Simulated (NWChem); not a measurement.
# HfO2 cation, doublet; SMILES of the neutral closed-shell parent [O]=[Hf]=[O]

```xyz
3

Hf     0.2227    -0.0322     0.0000
O     -0.8593     1.4323     0.0000
O     -1.1454    -1.1426     0.0000
```
Atoms are numbered in this order, from 1.

Program: NWChem. Spin-unrestricted. Coordinates come from a PBE0/def2-SVP, spin-unrestricted optimisation. The spin multiplicity was typed, not searched, and may not be the lowest. No stability test was run on the SCF state. def2 effective core potentials on Hf; no spin-orbit coupling.

Q: Estimate the computed values for B3LYP/def2-SVP. Quantities: highest occupied level (eV); lowest empty minus highest occupied level, either spin (eV); <S²>.

A: 
```json
{
  "highest occupied level (eV)": "-15.05",
  "lowest empty minus highest occupied level, either spin (eV)": "4.01",
  "<S²>": "0.784"
}
```
